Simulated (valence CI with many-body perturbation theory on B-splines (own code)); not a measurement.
Cs XXXIII: what the settings do

Computed by valence CI with perturbative core correlation (CI+MBPT): five valence electrons over a frozen Dirac-Fock core [Ar], a basis of 6 s, 6 p, 5 d, 5 f, 1 g functions for each j, with the one-electron correlation potential Σ1 (screened to all orders), the two-electron term Σ2, the three-electron term Σ3, Breit, model QED; selected single and double excitations, second order for the rest, scaled by the run's own slope (own B-spline code, finite nucleus).

No measured spectrum was set against this ion. As an estimate, large intervals hold to a few tenths of a per cent, small ones and those within an open d or f shell to about a per cent. Among the levels kept, up to 570 cm⁻¹ of a level comes from second order outside the variational space, and about a tenth of that is noise between levels of different J, which matters for small intervals. Only levels of the ground parity were solved; by the run's estimate the other parity begins above the list, which can be wrong where configurations are misplaced.

The reference run has the lowest level (3d3/2^4 3d5/2) J=5/2 and an ionisation energy of 2028.89 eV. Its largest variational space holds 9924 state functions.

Levels are named by their leading jj configuration (3d3/2^4 stands for four electrons in 3d with j = 3/2), which in mixed levels can hold well under half, so a name can repeat and another be missing. Letters in brackets count levels of one name in rising energy.

Changed runs:
A. lowest core n in screening and Σ2 1 → 2
B. correlating orbitals by l 3 3 3 3 1 → 2 4 5 0 1; scale of Σ1 1 → 0
C. scale of Σ2 1 → 0.8
D. scale of Σ2 1 → 3 (bad on purpose)

Excitation energies of the reference run in cm⁻¹, and shifts in cm⁻¹:

```
                      Level  Reference         A      B      C       D
(3d3/2^3 3d5/2^2) J=5/2 [a]      97124      +0.5    +76   +108    -185
(3d3/2^3 3d5/2^2) J=7/2 [a]     158266      +1.0   -116   +164   -1082
(3d3/2^3 3d5/2^2) J=3/2 [a]     163564      +0.9   +210   +501   -4520
   (3d3/2^3 3d5/2^2) J=11/2     167009      +0.9   -385   -284   +3832
    (3d3/2^3 3d5/2^2) J=9/2     185240      +1.2   -367   -1.2    +609
(3d3/2^3 3d5/2^2) J=5/2 [b]     189849      +1.1   -437   +255   -2447
    (3d3/2^3 3d5/2^2) J=1/2     199752      +1.0    +97   +558   -5430
(3d3/2^3 3d5/2^2) J=7/2 [b]     230522      +1.7   +104   +621   -5755
(3d3/2^2 3d5/2^3) J=5/2 [a]     246259      +1.0   -317   +277   -1663
(3d3/2^2 3d5/2^3) J=7/2 [a]     272246      +1.5   -855   +205   -1022
(3d3/2^3 3d5/2^2) J=3/2 [b]     277548      +1.2   +447   +627   -5709
   (3d3/2^2 3d5/2^3) J=11/2     277633      +1.1  -1385   -717   +8341
     Ionisation energy (eV)    2028.89  +0.00013  -2.53  -1.92  +19.71
```
